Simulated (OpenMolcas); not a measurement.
3d6 along the 24-electron sequence

```json
{
  "Program": "OpenMolcas 26.06",
  "Method": "RASSCF",
  "Basis": "ANO-RCC-VQZP",
  "Scalar Hamiltonian": "DKH2, point nucleus",
  "Spin-orbit coupling": "state interaction with AMFI integrals over the reference wave functions, term energies averaged over their components"
}
```

Active space for each ion: 12 electrons in 8 orbitals (RAS1 3p, at most 2 holes; RAS2 3d).

Computed levels in cm-1 above 5D4:

```tsv
Level	Co3+	Ni4+	Cu5+
5D3	620	853	1131
5D2	1051	1435	1890
5D1	1327	1807	2372
5D0	1462	1988	2607
3P2(1)	24993	28164	31351
3P1(1)	26830	30689	34693
3P0(1)	27553	31622	35843
3H6	28152	31582	35017
3F4(1)	28325	31785	35208
weight of 5D in the lowest level (%)	100	100	100
```

Mixed levels, with the weight of the term that names them: Co3+ 3F4(1) (72 %), Ni4+ 3F4(1) (63 %), Cu5+ 3F4(1) (58 %).

Measured, with the error of the calculation in %. Measured levels: Co3+ from Sugar and Corliss, J. Phys. Chem. Ref. Data 10, 1097 (1981); Ni4+ from Corliss and Sugar, J. Phys. Chem. Ref. Data 10, 197 (1981); Cu5+ from Sugar and Musgrove, J. Phys. Chem. Ref. Data 19, 527 (1990).

```json
{"Level": "5D3", "Co3+": "639 (-3.0)", "Ni4+": "890 (-4.2)", "Cu5+": "1196 (-5.4)"}
{"Level": "5D2", "Co3+": "1078 (-2.5)", "Ni4+": "1490 (-3.7)", "Cu5+": "1987 (-4.9)"}
{"Level": "5D1", "Co3+": "", "Ni4+": "1872 (-3.5)", "Cu5+": "2490 (-4.7)"}
{"Level": "5D0", "Co3+": "1494 (-2.1)", "Ni4+": "2058 (-3.4)", "Cu5+": "2733 (-4.6)"}
{"Level": "3P2(1)", "Co3+": "22883 (+9.2)", "Ni4+": "26153 (+7.7)", "Cu5+": "29285 (+7.1)"}
{"Level": "3P1(1)", "Co3+": "24729 (+8.5)", "Ni4+": "28698 (+6.9)", "Cu5+": "32685 (+6.1)"}
{"Level": "3P0(1)", "Co3+": "25449 (+8.3)", "Ni4+": "29640 (+6.7)", "Cu5+": "33868 (+5.8)"}
{"Level": "3H6", "Co3+": "23680 (+18.9)", "Ni4+": "27111 (+16.5)", "Cu5+": "30418 (+15.1)"}
```

The fine-structure level 5D0 changes by a factor of 1.78 from Co3+ to Cu5+. Its fourth root runs 6.18, 6.68, 7.15, with steps per unit of Z of 0.49, 0.47; equal steps would mean a (Z - σ)^4 law with constant σ.

3P2(1) changes by a factor of 1.25 over the same range, with steps per unit of Z of +3170, +3190 cm-1.

Without dynamic correlation excited terms often stand tens of per cent too high (terms of higher spin than the ground term too low), and those without a measured partner can miss by more than the paired ones. Active for correlation alone: 3p; no level in the range computed is led by a configuration that opens it, so any true level of that kind is missing. Computed and measured levels are paired by configuration, term and J; levels that our copy of the source lacks, or whose pairing is in doubt (as where it misses far off the trend of its configuration), stay unpaired and out of the deviations. Only configurations of the active space appear.

A number in round brackets counts repeated terms of one configuration in the order of the reference energies.
